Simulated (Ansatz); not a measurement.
Compare A (`CC[Si]N`) with its isomer B (`C1C[SiH2]N1`).

Computed with Ansatz on PBE0-D4/def2-TZVP structures; ΔE is electronic, products minus reactants. CCSD(T)/CBS adds triple-zeta CCSD(T) − MP2 to the extrapolated MP2 energy (def2 sets, frozen cores). Functionals use def2-TZVPP. One conformer a species, not always the lowest.

Question: Which is lower in electronic energy at CCSD(T)/CBS, and by how much? (Best estimate.)

Answer: Ansatz gave: A, by 3.8 kcal/mol.

Question: Give E(B) − E(A) in kcal/mol with HF/def2-TZVPP, CCSD(T)/def2-SVP, CCSD(T)/def2-TZVPP, PBE0-D4, BLYP-D4, r2SCAN-D4, PBE-D4. (Estimate.)

Answer: Computed: HF/def2-TZVPP 0.9, CCSD(T)/def2-SVP 5.1, CCSD(T)/def2-TZVPP 4.0, PBE0-D4 2.0, BLYP-D4 8.1, r2SCAN-D4 2.3, PBE-D4 4.7. None reverses the order clearly.

Question: Does the order hold for the free energy at 298.15 K (harmonic terms from PBE0-D4)? (Estimate.)

Answer: Computed: Yes: G(B) − G(A) = +2.3 kcal/mol, for one conformer each.

Largest T1 diagnostic: 0.013.

At CCSD(T), def2-SVP lies +1.3 kcal/mol from the extrapolated value and def2-TZVPP +0.2 kcal/mol. From BLYP to BHLYP (50 % exact exchange), in def2-TZVPP and without D4, E(B) − E(A) moves by −5.4 kcal/mol.
